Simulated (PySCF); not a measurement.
ClK. Atoms are numbered in the order given.

```xyz
2

K      0.0000     0.0000    -1.2723
Cl     0.0000     0.0000     1.4220
```

The structure is a stationary point at PBE0-D3(BJ)/def2-TZVPD.

All values below come from PBE/pcSseg-2 (PySCF).

GIAO shieldings, no solvent; atoms alike by connectivity are averaged. δ = σ(ref) − σ: ³⁵Cl against HCl (σ = 936.5 ppm), references at their B3LYP-D3(BJ)/def2-TZVP geometries, non-relativistic (without spin–orbit terms, shifts of atoms bonded to Cl or Br come out too high).

```json
[
 {"nucleus": "³⁵Cl", "atoms": "Cl2", "count": "1", "δ (ppm)": "-6.3"}
]
```
